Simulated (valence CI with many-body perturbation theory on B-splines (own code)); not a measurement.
Results of a calculation; reference values are marked as such.
## Pb60+: what the settings do

Level of theory: configuration interaction combined with many-body perturbation theory (CI+MBPT): four valence electrons over a frozen Dirac-Fock core [Ar], a basis of 6 s, 6 p, 5 d, 5 f, 1 g functions for each j, with the one-electron correlation potential Σ1, the two-electron term Σ2, the three-electron term Σ3, Breit, model QED; selected CI, second order for the rest, scaled by the run's own slope (own B-spline code, finite nucleus).

No measured spectrum was set against this ion. As an estimate, large intervals hold to a few tenths of a per cent, small ones and those within an open d or f shell to about a per cent. The list stops below the first excitations out of the core. Only levels of the ground parity were solved; by the run's estimate the other parity begins above the list, which can be wrong where configurations are misplaced.

The reference run has the lowest level (3d3/2^4) J=0 and an ionisation energy of 6442.82 eV. Its largest variational space holds 7846 state functions.

Levels are named by their leading jj configuration (3d3/2^4 stands for four electrons in 3d with j = 3/2), which in mixed levels can hold well under half, so a name can repeat and another be missing. Letters in brackets count levels of one name in rising energy.

Changed runs:
A. scale of Σ1 1 → 0
B. orbitals per symmetry with explicit Σ2 and valence Breit (the others get mean screening factors) 5 → 4
C. orbitals per symmetry with explicit Σ2 and valence Breit (the others get mean screening factors) 5 → 2; cutoff of virtual states (hartree) 13448 → 228000
D. highest l in the core sums 6 → 1 (bad on purpose)

Excitation energies of the reference run in cm⁻¹, and shifts in cm⁻¹:

```
                    Level  Reference      A        B       C      D
      (3d3/2^3 3d5/2) J=1     874847  -2782      -43    -138   +196
      (3d3/2^3 3d5/2) J=4     980148  -2808      -55     -33  +3067
      (3d3/2^3 3d5/2) J=2    1019220  -2874      -32     -85  +2643
      (3d3/2^3 3d5/2) J=3    1047900  -2871      -22    -5.3  +3715
(3d3/2^2 3d5/2^2) J=2 [a]    1827010  -5548      -54    -120   +491
    (3d3/2^2 3d5/2^2) J=0    1829150  -5591      -41     -59  -1475
(3d3/2^2 3d5/2^2) J=4 [a]    1852430  -5591      -80    -114  +1838
(3d3/2^2 3d5/2^2) J=3 [a]    1873150  -5609      -65    -140  +2626
    (3d3/2^2 3d5/2^2) J=5    1900370  -5589      -89     -67  +4386
    (3d3/2^2 3d5/2^2) J=6    1924020  -5591     -108     -34  +5546
    (3d3/2^2 3d5/2^2) J=1    1958600  -5661      -37     -69  +2715
(3d3/2^2 3d5/2^2) J=3 [b]    1978010  -5619      -48     -41  +4364
   Ionisation energy (eV)    6442.82  -2.67  -0.0052  +0.044  -0.84
```
